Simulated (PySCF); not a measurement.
Species: C3H12OSi2.
Cartesian coordinates in Å at the GFN2-xTB level; atoms count from 1:
```xyz
18
C3H12OSi2 angstrom
C     -0.8816    1.8448    0.6295
O     -0.2086    0.9306   -0.1844
C     -0.2600   -0.4327    0.2589
Si    -1.9003   -1.2596   -0.2736
C      0.9695   -1.0823   -0.3601
Si     2.3318    0.2510   -0.3932
H     -1.9579    1.6417    0.6625
H     -0.4916    1.8286    1.6555
H     -0.7161    2.8306    0.1971
H     -0.1400   -0.4380    1.3539
H     -2.0721   -1.0214   -1.7042
H     -1.8077   -2.6870    0.0311
H     -3.0316   -0.6912    0.4659
H      1.2522   -1.9681    0.2061
H      0.7545   -1.4068   -1.3783
H      3.6097   -0.4563   -0.5722
H      2.3859    0.9423    0.8963
H      2.1552    1.1803   -1.5026
```

Theory: PBE0/def2-SVPD in PySCF (dipole) on a GFN2-xTB geometry, gas phase.

Masses are those of the commonest isotopes; rigid-rotor values at the optimised geometry. The values belong to one conformer with, in the numbering `[CH3:1][O:2][C@@H:3]([SiH3:4])[CH2:5][SiH3:6]`, C1–O2–C3–Si4 82°, O2–C3–C5–Si6 34°.

**Question.** Give the principal moments of inertia and the rotational constants in MHz.

**Answer.** Ia = 158.08, Ib = 353.70, Ic = 480.01 u·Å²; 505379 MHz·u·Å²/I gives A = 3197, B = 1429, C = 1053 MHz.

**Question.** What kind of rotor is it?

**Answer.** An asymmetric top. Ray's parameter κ = (2B − A − C)/(A − C) = -0.649; −1 is the prolate and +1 the oblate limit.

**Question.** Is it planar, by Δ = Ic − Ia − Ib?

**Answer.** Not planar: Δ = Ic − Ia − Ib = -31.77 u·Å². For a rigid frame Δ = −2 Σ m c², so Σ m c² = 15.89 u·Å² lies off the ab plane: 11.21 from hydrogen and 4.68 from heavier atoms. The atom farthest from that plane is 1.55 Å away.

**Question.** Give the other two planar moments, Paa and Pbb, and the rms extents of the mass along the axes.

**Answer.** Paa = Σ m a² = (Ib + Ic − Ia)/2 = 337.81 and Pbb = Σ m b² = (Ia + Ic − Ib)/2 = 142.20 u·Å². With the mass M = 120.04 u, the rms extents √(P/M) along a, b and c are 1.68, 1.09, 0.36 Å.

**Question.** List the rotational levels J(Ka,Kc) to J = 4 (cm⁻¹).

**Answer.** Above 0(0,0):
J = 1: 1(0,1) 0.0828, 1(1,1) 0.1418, 1(1,0) 0.1543
J = 2: 2(0,2) 0.2465, 2(1,2) 0.2948, 2(1,1) 0.3324, 2(2,1) 0.5093, 2(2,0) 0.5111
J = 3: 3(0,3) 0.4879, 3(1,3) 0.5233, 3(1,2) 0.5983, 3(2,2) 0.7577, 3(2,1) 0.7664, 3(3,1) 1.0850, 3(3,0) 1.0851
J = 4: 4(0,4) 0.8030, 4(1,4) 0.8261, 4(1,3) 0.9504, 4(2,3) 1.0874, 4(2,2) 1.1122, 4(3,2) 1.4192, 4(3,1) 1.4204, 4(4,1) 1.8731, 4(4,0) 1.8732

**Question.** Which types of transition are allowed, and where do some lines up to J = 5 fall?

**Answer.** The dipole components are |μa| = 1.19 D, |μb| = 0.46 D, |μc| = 0.90 D. Intensities carry the squares of the components, which stand as 1.00 : 0.15 : 0.57 (a : b : c). Some of the stronger lines:

```json
{"type": "b", "branch": "R", "J(Ka,Kc)": "4(2,2) ← 3(3,1)", "MHz": "818", "lower level (cm⁻¹)": "1.085"}
{"type": "a", "branch": "Q", "J(Ka,Kc)": "5(2,3) ← 5(2,4)", "MHz": "1592", "lower level (cm⁻¹)": "1.497"}
{"type": "c", "branch": "Q", "J(Ka,Kc)": "5(2,4) ← 5(1,4)", "MHz": "3335", "lower level (cm⁻¹)": "1.386"}
{"type": "c", "branch": "Q", "J(Ka,Kc)": "4(2,3) ← 4(1,3)", "MHz": "4106", "lower level (cm⁻¹)": "0.950"}
{"type": "b", "branch": "Q", "J(Ka,Kc)": "3(2,1) ← 3(1,2)", "MHz": "5039", "lower level (cm⁻¹)": "0.598"}
{"type": "c", "branch": "Q", "J(Ka,Kc)": "2(2,1) ← 2(1,1)", "MHz": "5304", "lower level (cm⁻¹)": "0.332"}
{"type": "c", "branch": "R", "J(Ka,Kc)": "2(1,1) ← 1(0,1)", "MHz": "7483", "lower level (cm⁻¹)": "0.083"}
{"type": "b", "branch": "R", "J(Ka,Kc)": "2(2,0) ← 1(1,1)", "MHz": "11073", "lower level (cm⁻¹)": "0.142"}
{"type": "a", "branch": "R", "J(Ka,Kc)": "5(3,2) ← 4(3,1)", "MHz": "12646", "lower level (cm⁻¹)": "1.420"}
{"type": "c", "branch": "Q", "J(Ka,Kc)": "4(4,1) ← 4(3,1)", "MHz": "13574", "lower level (cm⁻¹)": "1.420"}
{"type": "b", "branch": "R", "J(Ka,Kc)": "3(3,1) ← 2(2,0)", "MHz": "17203", "lower level (cm⁻¹)": "0.511"}
{"type": "c", "branch": "R", "J(Ka,Kc)": "4(3,2) ← 3(2,2)", "MHz": "19833", "lower level (cm⁻¹)": "0.758"}
{"type": "c", "branch": "R", "J(Ka,Kc)": "5(4,1) ← 4(3,1)", "MHz": "26106", "lower level (cm⁻¹)": "1.420"}
{"type": "b", "branch": "R", "J(Ka,Kc)": "5(5,1) ← 4(4,0)", "MHz": "30021", "lower level (cm⁻¹)": "1.873"}
```

**Question.** Estimate the classical rotational partition function at 25 K, 50 K and 298.15 K.

**Answer.** Point group C1, symmetry number σ = 1; q = (√π/σ)·√((kT/h)³/(ABC)), k/h = 20836.6 MHz/K: 9610 at 25 K, 27200 at 50 K, 396000 at 298.15 K.

Not checked by GFN2-xTB frequencies. No vibrational averaging or centrifugal distortion is included, and the geometry carries the error of its method. A rigid rotor knows nothing of internal rotation, which can split or shift real lines.
